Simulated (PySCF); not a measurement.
## TeSe at PBE0

Level: PBE0. PySCF, scalar-relativistic core potentials, basis sets Te cc-pVTZ-PP with ECP28, Se cc-pVTZ-PP with ECP10.

```json
{
 "state": "singlet, one real π or δ orbital doubly filled, a mixture of terms (⟨Lz²⟩ = 2.0), a second solution, started from another occupation",
 "bond length": "2.357 Å",
 "harmonic wavenumber": "329 cm⁻¹",
 "force constant": "3.15 mdyn/Å",
 "rotational constant Be": "0.06131 cm⁻¹",
 "anharmonicity ωexe": "0.599 cm⁻¹",
 "vibration–rotation constant αe": "0.000154 cm⁻¹",
 "energy of the minimum from ground-state Te + Se": "-2.45 eV",
 "HOMO–LUMO gap": "1.10 eV",
 "bond order (Mayer)": "2.06",
 "dipole moment (positive dipole means Te(−)Se(+))": "-0.86 D"
}
```

These are scalar-relativistic numbers at best; spin–orbit coupling would shift them, the dissociation energy most.
